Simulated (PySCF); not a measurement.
How methods differ on the ionisation energy of Zn

Zn [Ar] 3d10 4s2 (1S) → Zn⁺ [Ar] 3d10 4s1 (2S), as a difference of total energies. Computed with PySCF 2.14 in aug-cc-pVTZ-DK, with scalar relativity by spin-free X2C-1e. Correlated levels: valence: [Ar] frozen. The calculations carry no spin-orbit coupling.

```csv
method,ionisation energy (eV),error (eV)
UHF,7.780,-1.614
LDA,9.914,+0.520
PBE,9.602,+0.208
PBE0,9.278,-0.116
r2SCAN,9.417,+0.023
revPBE,9.466,+0.072
M06,9.863,+0.469
B2PLYP,9.399,+0.005
MN15,9.471,+0.077
MP2 (valence),9.179,-0.215
SCS-MP2 (valence),9.189,-0.205
```

Reference: 9.394 eV (measured; NIST Atomic Spectra Database, ionization energies).

Errors of the correlated levels include the incompleteness of this basis and the frozen core.

MP2 underrates the near-degeneracy of ns² with np² in the lower species.
